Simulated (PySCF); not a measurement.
Ranking problems on computed properties.

Each SMILES stands for a single optimised conformer of the isolated species, non-relativistic unless stated; the electronic structure was computed with PySCF and density fitting.

Dipoles, sizes and rotational constants follow the conformer. The torsions of the flexible species, by atom-mapped SMILES:
- `[CH3:1][O:2][C@@H:3]1[C@H:4]([SiH3:5])[C@@H:6]1[O:7][CH3:8]`: C1–O2–C3–C4 141°, C4–C6–O7–C8 82°
- `[CH2:1]=[CH:2][CH2:3][CH2:4][CH2:5][F:6]`: C1–C2–C3–C4 122°, C2–C3–C4–C5 178°, C3–C4–C5–F6 -66°
- `[CH3:1][CH:2]([CH3:3])[P:4]([CH2:5][C:6]#[N:7])[CH:8]1[CH2:9][CH2:10]1`: C1–C2–P4–C5 -73°, C2–P4–C5–C6 -167°, C2–P4–C8–C9 -105°
- `[CH3:1][O:2][C@@H:3]1[C@H:4]([SiH3:5])[C@@H:6]1[CH2:7][OH:8]`: C1–O2–C3–C4 -89°, C4–C6–C7–O8 -135°, H–O8–C7–C6 59°
- `[CH3:1][C:2]#[C:3]/[P:4]=[C:5](/[CH2:6][CH3:7])[N:8]([CH3:9])[CH3:10]`: P4–C5–C6–C7 -114°, P4–C5–N8–C9 26°
- `[CH3:1][CH2:2][C@@H:3]1[CH2:4][C@H:5]1[F:6]`: C1–C2–C3–C4 -83°
- `[CH2:1]=[CH:2]/[C:3](=[CH:4]\[O:5][CH3:6])[C+:7]([CH3:8])[CH3:9]`: C1–C2–C3–C4 -135°, C3–C4–O5–C6 -177°, C2–C3–C7–C8 8°

The conformers of `FC1CCCC1`, `CCO[Si@H]1CCCO1`, `CN[Si@@]1(F)C=C(C)CC1` and `C=CC[P@H+](C)CCCO` aren't listed.

(1) Rank by HOMO energy, highest first (PBE0/pcSseg-1 at GFN2-xTB geometries).
A. `C=CCCCF`
B. `FC1CCCC1`
C. `CCO[Si@H]1CCCO1`
D. `CO[C@@H]1[C@H]([SiH3])[C@@H]1OC`

(2) Rank by dipole moment, highest first (PBE0/pcSseg-1 at GFN2-xTB geometries).
A. `CC(C)P(CC#N)C1CC1`
B. `[C@@H]1([C@@H](OC)[C@H]1CO)[SiH3]`
C. `[C@H]1([C@@H]([C@@H]1[SiH3])OC)OC`
D. `P(=C(\CC)N(C)C)/C#CC`
E. `C=CCCCF`

(3) Give the two extremes of that set in atomic units.

(4) Rank by HOMO–LUMO gap, lowest first (PBE0/pcSseg-1 at GFN2-xTB geometries).
A. `[SiH3][C@@H]1[C@H](OC)[C@@H]1OC`
B. `CCO[Si@H]1CCCO1`
C. `CC(C)P(CC#N)C1CC1`
D. `C1(CCCC1)F`
E. `CN[Si@@]1(F)C=C(C)CC1`
F. `C=CC[P@H+](C)CCCO`
G. `C=CCCCF`
H. `CC[C@@H]1C[C@H]1F`

(5) Rank by smallest rotational constant, lowest first (GFN2-xTB).
A. `C=C/C(=C\OC)[C+](C)C`
B. `CO[C@@H]1[C@H]([SiH3])[C@@H]1CO`
C. `CC#C/P=C(/CC)N(C)C`
D. `C=CCCCF`
E. `CC[C@@H]1C[C@H]1F`
F. `CO[C@@H]1[C@H]([SiH3])[C@@H]1OC`
G. `P(CC#N)(C1CC1)C(C)C`

Answers

(1) D (-7.05 eV), A (-7.49 eV), C (-7.73 eV), B (-8.87 eV).

(2) A (4.58 D), D (3.94 D), B (2.83 D), C (2.05 D), E (1.61 D).

(3) `C=CCCCF`: 0.63 au; `CC(C)P(CC#N)C1CC1`: 1.80 au.

(4) E (6.49 eV), F (7.43 eV), C (7.62 eV), G (7.94 eV), A (8.28 eV), B (8.71 eV), H (9.44 eV), D (10.15 eV).

(5) C (0.526 GHz), G (0.604 GHz), A (0.764 GHz), B (1.034 GHz), F (1.147 GHz), D (1.360 GHz), E (1.708 GHz).
